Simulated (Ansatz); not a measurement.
A structure relaxed at PBE0-D4/def2-TZVP, charge 0, multiplicity 1:

```csv
atom,x (Å),y (Å),z (Å)
O1,0.7504,-1.6265,-0.8992
B2,0.5074,-0.9093,0.2158
F3,0.9296,-1.4433,1.3542
Ge4,-0.4627,0.9335,0.2559
H5,0.4326,-1.2130,-1.7045
H6,0.4514,2.0289,0.8269
H7,-0.8762,1.3559,-1.1684
H8,-1.7325,0.8738,1.1192
```

(1) Give its formula and SMILES.

(2) Point group (tolerance 0.08 Å, 0.16 Å for H)?

(3) Summarise the bond lengths by kind.

Results:

(1) BFGeH4O, `O[B](F)[GeH3]`.

(2) Cs.

(3) 1 × B–O 1.348 Å; 1 × H–O 0.959 Å; 1 × B–F 1.326 Å; 1 × B–Ge 2.083 Å; 3 × Ge–H 1.537 to 1.542 Å.

Computed with Ansatz.
